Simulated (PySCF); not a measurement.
## Ne³⁺ (neon, charge +3) across methods

[He] 2s2 2p3, high-spin 4S determinant. Computed with PySCF 2.14 in aug-cc-pCVTZ-DK (7s6p4d2f, 59 functions), with scalar relativity by spin-free X2C-1e.

```tsv
method	E (hartree)	mean ε 2s α (eV)	mean ε 2s β (eV)	mean ε 2p α (eV)	Σ⟨r²⟩ (bohr²)	⟨S²⟩
PBE	-124.3379	-106.36	-97.982	-83.717	3.657	3.751
PBE0	-124.3609	-111.71	-100.74	-87.588	3.645	3.751
BHandHLYP	-124.4483	-116.75	-103.70	-91.303	3.639	3.752
PW91	-124.4040	-106.46	-98.088	-83.894	3.657	3.751
r2SCANh	-124.4231	-111.04	-99.275	-86.646	3.633	3.752
UHF	-124.23428	-126.96	-107.03	-98.433	3.625	3.753
LDA	-123.6806	-105.74	-97.738	-83.702	3.670	3.751
r2SCAN	-124.4218	-109.25	-98.239	-85.268	3.635	3.752
```

**Question.** Estimate the same row for M06.

**Answer.** E (hartree) = -124.4272; mean ε 2s α (eV) = -111.76; mean ε 2s β (eV) = -101.24; mean ε 2p α (eV) = -87.599; Σ⟨r²⟩ (bohr²) = 3.630; ⟨S²⟩ = 3.752.
